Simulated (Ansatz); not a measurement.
Computed with Ansatz on PBE0-D4/def2-TZVP structures; ΔE is electronic, products minus reactants. CBS: MP2 limit from def2 TZ/QZ plus the TZ coupled-cluster correction, frozen cores. This one scheme is used for every species. DFT in def2-TZVPP. Each species was taken in one conformer, which may not be the lowest.

`OCOCO` + BH₃ → `BCOCO` + H₂O  (formal exchange of groups at a C–O bond)

```
             level  ΔE (kJ/mol)
            B2PLYP        -61.0
     HF/def2-TZVPP        -46.0
SCS-MP2/def2-TZVPP        -57.5
   CCSD/def2-TZVPP        -59.2
```

(1) What does CCSD(T)/CBS give? (An estimate is asked.)

Largest T1 diagnostic among the species: 0.012.

## Answers

(1) Ansatz gave: -66.5 kJ/mol. The listed levels differ from it by 5.5, 20.5, 9.0, 7.3 kJ/mol.

In def2-TZVPP, CCSD(T) changes the Hartree–Fock value by −13.6 kJ/mol (the triples alone add −0.4 kJ/mol) and MP2 by −18.0 kJ/mol.
